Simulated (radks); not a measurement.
Values are calculated unless marked as measured or tabulated.
The lutetium ion Lu3+, 68 electrons, occupied as [Xe] 4f14. Code: a radial shooting solver on a logarithmic mesh with Libxc functionals. Model: Dirac Kohn-Sham, LDA (Slater exchange, Perdew-Wang correlation), spin-unpolarised, spherical densities, point nucleus.

Unscreened Slater integrals over Kohn-Sham orbitals (cm^-1). Large and small components are both included.

| integral | value |
|---|---|
| F0(4f7/2,4f7/2) | 284260 |
| F2(4f7/2,4f7/2) | 133000 |
| F4(4f7/2,4f7/2) | 83035 |
| F6(4f7/2,4f7/2) | 59623 |
| F0(4f7/2,4f5/2) | 286900 |
| F2(4f7/2,4f5/2) | 134370 |
| F4(4f7/2,4f5/2) | 83919 |
| G2(4f7/2,4f5/2) | 133950 |
| G4(4f7/2,4f5/2) | 83667 |
| G6(4f7/2,4f5/2) | 60089 |
| F0(4f7/2,5p3/2) | 170720 |
| F2(4f7/2,5p3/2) | 55899 |
| G2(4f7/2,5p3/2) | 28192 |
| G4(4f7/2,5p3/2) | 21795 |
| F0(4f7/2,5p1/2) | 181900 |
| G4(4f7/2,5p1/2) | 26031 |
| F0(4f5/2,4f5/2) | 289590 |
| F2(4f5/2,4f5/2) | 135800 |
| F4(4f5/2,4f5/2) | 84844 |
| F0(4f5/2,5p3/2) | 171310 |
| F2(4f5/2,5p3/2) | 55290 |
| G2(4f5/2,5p3/2) | 27263 |
| G4(4f5/2,5p3/2) | 21187 |
| F0(4f5/2,5p1/2) | 182600 |
| G2(4f5/2,5p1/2) | 33171 |
| F0(5p3/2,5p3/2) | 140970 |
| F2(5p3/2,5p3/2) | 75882 |
| F0(5p3/2,5p1/2) | 146180 |
| G2(5p3/2,5p1/2) | 77365 |
| F0(5p1/2,5p1/2) | 152230 |
